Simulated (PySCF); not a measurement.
A side-by-side comparison of computed properties.

First species: C4H7ClO2S.
Bonds: O1–S2 (double), S2–O3 (double), S2–Cl4, S2–C5, C5–C6, C6–C7, C7–C8, C5–C8. Hydrogens: H9 on C5; H10, H11 on C6; H12, H13 on C7; H14, H15 on C8.

Second species: C₆H₇FSi.
InChI=1S/C6H7FSi/c1-3-4-5-6(2)8-7/h3H,1-2,8H2

Levels: CAM-B3LYP/def2-SVPD for dipole moment, HOMO energy, LUMO energy, HOMO–LUMO gap, static isotropic polarisability and electronic spatial extent ⟨r²⟩ about the centre of nuclear charge; TDDFT CAM-B3LYP/def2-SVPD for lowest singlet excitation; TDA CAM-B3LYP/def2-SVPD for lowest triplet excitation (Tamm–Dancoff); GFN2-xTB for rotational constant A and rotational constant C. Geometries: GFN2-xTB. Each structure is a single optimised conformer of the isolated species, non-relativistic unless stated; the electronic structure was computed with PySCF and density fitting.

Dipoles, sizes and rotational constants follow the conformer. The torsions of the flexible species, by atom-mapped SMILES:
- `[O:1]=[S:2](=[O:3])([Cl:4])[CH:5]1[CH2:6][CH2:7][CH2:8]1`: O1–S2–C5–C6 42°
- `[CH2:1]=[CH:2][C:3]#[C:4][C:5](=[CH2:6])[SiH2:7][F:8]`: C4–C5–Si7–F8 179°

```json
{"property": "dipole moment", "column X": "1.84 D", "column Y": "4.58 D"}
{"property": "HOMO energy", "column X": "-8.08 eV", "column Y": "-10.47 eV"}
{"property": "LUMO energy", "column X": "-0.47 eV", "column Y": "-0.40 eV"}
{"property": "HOMO–LUMO gap", "column X": "7.61 eV", "column Y": "10.07 eV"}
{"property": "lowest singlet excitation", "column X": "4.69 eV", "column Y": "6.08 eV"}
{"property": "lowest triplet excitation (Tamm–Dancoff)", "column X": "3.10 eV", "column Y": "5.42 eV"}
{"property": "static isotropic polarisability", "column X": "104.8 au", "column Y": "83.7 au"}
{"property": "electronic spatial extent ⟨r²⟩ about the centre of nuclear charge", "column X": "1785 bohr²", "column Y": "1199 bohr²"}
{"property": "rotational constant A", "column X": "4.300 GHz", "column Y": "2.566 GHz"}
{"property": "rotational constant C", "column X": "0.599 GHz", "column Y": "1.053 GHz"}
```

Q: Which column belongs to which species?

A: Column X is the second species and column Y the first. The first has 15 atoms and 80 electrons, the second 15 and 66.

Q: How does each property change from the first species to the second?

A: dipole moment -2.74 D; HOMO energy +2.39 eV; LUMO energy -0.07 eV; HOMO–LUMO gap -2.46 eV; lowest singlet excitation -1.39 eV; lowest triplet excitation (Tamm–Dancoff) -2.32 eV; static isotropic polarisability +21.1 au; electronic spatial extent ⟨r²⟩ about the centre of nuclear charge +586 bohr²; rotational constant A +1.734 GHz; rotational constant C -0.454 GHz.

On the first: The principal polarisabilities are 72.0, 81.0 and 98.2 au; their mean is the isotropic value. The vertical singlet–triplet gap S1 − T1 is 0.66 eV (TDDFT singlet less Tamm–Dancoff triplet).

On the second: S1 lies 2.92 eV below the HOMO–LUMO gap; its leading configuration is HOMO−1→LUMO, weight 0.51, beside HOMO→LUMO, weight 0.34. The vertical singlet–triplet gap S1 − T1 is 1.59 eV (TDDFT singlet less Tamm–Dancoff triplet; S1: HOMO−1→LUMO, weight 0.51, beside HOMO→LUMO, weight 0.34; T1: HOMO→LUMO, weight 0.82). GFN2-xTB frequencies show an imaginary mode (21i cm⁻¹), so this geometry is no minimum at that level.
